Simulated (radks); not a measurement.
Coulomb parameter of the 3d shell of the vanadium ion V2+ in the model configuration [Ar] 3d2 4p1, as a second difference U = [E(n + 1) + E(n - 1) - 2 E(n)] / (1)^2 with all orbitals relaxed. "Bare": the charge of the atom changes with n. "Screened": the 4p shell takes up the change at fixed total charge, which measures U(3d,3d) + U(4p,4p) - 2 U(3d,4p). All-electron calculation, scalar-relativistic Kohn-Sham, LDA (Slater exchange, Perdew-Wang correlation), spin-unpolarised, spherical densities, finite nucleus; Fermi nuclear charge, rms radius 3.6002 fm. Program: a radial shooting solver on a logarithmic mesh with Libxc functionals.

case,configuration,E - E(n) (eV)
start,[Ar] 3d2 4p1,0.000
bare +1,[Ar] 3d3 4p1,-20.802
bare -1,[Ar] 3d1 4p1,36.250
screened +1,[Ar] 3d3,-10.439
screened -1,[Ar] 3d1 4p2,15.031

U(bare) = 15.448 eV, U(screened by 4p) = 4.592 eV, against the Slater integral F0(3d,3d) = 20.759 eV with frozen orbitals.
